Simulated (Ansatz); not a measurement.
`[NH2][Ge][F]` + H₂O → `[OH][Ge][F]` + NH₃ at 500 K and 1 bar (formal hydrolysis of a Ge–N bond).

Computed with Ansatz on PBE0-D4/def2-TZVP structures; ΔE is electronic, products minus reactants. CCSD(T)/CBS adds triple-zeta CCSD(T) − MP2 to the extrapolated MP2 energy (def2 sets, frozen cores). This one scheme is used for every species. For Ge outer-core shells are correlated without core-valence functions, which leaves a few kJ/mol of doubt a bond. Scalar relativity is left out up to krypton. Each species was taken in one conformer, which may not be the lowest.

```tsv
species	CCSD(T)/CBS energy (Eh)	H − E (kJ/mol)	S (J/(mol·K))
`[NH2][Ge][F]`	-2231.86581	99.7	321.0
H₂O	-76.37941	73.2	206.3
`[OH][Ge][F]`	-2251.74560	65.5	312.0
NH₃	-56.50880	108.2	211.8
```

H − E and S are ideal-gas, rigid-rotor, harmonic terms from PBE0-D4/def2-TZVP, for one conformer and one mirror image of each species. 1 Eh = 2625.50 kJ/mol, R = 8.31446 J/(mol·K).

By hand: ΔE, ΔH, ΔS and ΔG.

ΔE = (-2251.74560) + (-56.50880) − (-2231.86581) − (-76.37941) = -0.00918 Eh = -24.1 kJ/mol. Δ(H − E) = 65.5 + 108.2 − 99.7 − 73.2 = 0.8, so ΔH = -23.3 kJ/mol. ΔS = 312.0 + 211.8 − 321.0 − 206.3 = -3.5 J/(mol·K). ΔG = -23.3 − 500 × (-3.5)/1000 = -21.6 kJ/mol.

By hand: the equilibrium constant, and the temperature at which ΔG would vanish if ΔH and ΔS stayed fixed.

log₁₀ K = −ΔG/(RT ln 10) = 2.3. ΔG = 0 at ΔH/ΔS = 6657 K, far beyond where these terms or the molecules hold.

The number of gas molecules stays the same, so ΔS is small and ΔH decides. A doubt of 5 kJ/mol in ΔE shifts log₁₀ K by 0.5 here. Other conformers and mirror images would add mixing entropy, several J/(mol·K) or more a flexible species. These are equilibria of isolated gas molecules and say nothing of rates. Largest T1 diagnostic: 0.015 (customary marks: 0.02 for closed shells, 0.045 for open ones).
